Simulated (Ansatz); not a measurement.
Relaxation of CH₅NOSi (9 atoms, charge 0, multiplicity 1), to a largest force component of 0.015 eV/Å in at most 40 steps.

Level of theory: RKS PBE/def2-SVP in Ansatz 0.2.0.

```xyz
9
Properties=species:S:1:pos:R:3:forces:R:3
N -0.748 1.330 0.202 -0.79 0.72 -0.56
C -0.618 -0.024 -0.129 -0.75 -1.09 0.46
O -1.905 -0.776 -0.389 -0.68 1.75 -1.80
Si -1.182 -1.441 0.918 1.45 -0.39 0.96
H -1.418 1.480 0.951 -0.23 0.10 0.40
H 0.138 1.737 0.476 0.51 0.20 0.07
H 0.051 -0.180 -0.966 0.70 -0.16 -0.54
H -0.602 -2.750 0.711 0.15 -1.11 0.11
H -1.801 -1.123 2.190 -0.38 -0.02 0.91
```

Task: Where does it end, and by what steps?

Result: It converged. After 8 steps the energy has fallen by 0.343 eV; H8 moved furthest, 0.25 Å.

```csv
step,energy less start (eV),largest force component (eV/Å),accepted
0,0.0000,1.805,yes
1,-0.2482,0.899,yes
2,-0.3176,0.459,yes
3,-0.3088,0.459,no
4,-0.3396,0.205,yes
5,-0.3254,0.419,no
6,-0.3417,0.100,yes
7,-0.3428,0.034,yes
8,-0.3429,0.011,yes
```

```xyz
9
Properties=species:S:1:pos:R:3
N -0.801 1.375 0.177
C -0.630 0.002 -0.123
O -1.845 -0.703 -0.394
Si -1.083 -1.491 0.955
H -1.389 1.548 1.000
H 0.091 1.868 0.283
H 0.161 -0.136 -0.892
H -0.770 -2.942 0.714
H -1.821 -1.269 2.245
```

Time of the run: 26 s on 1 thread of Arm Neoverse V1 (shared host), peak memory 0.14 GiB.
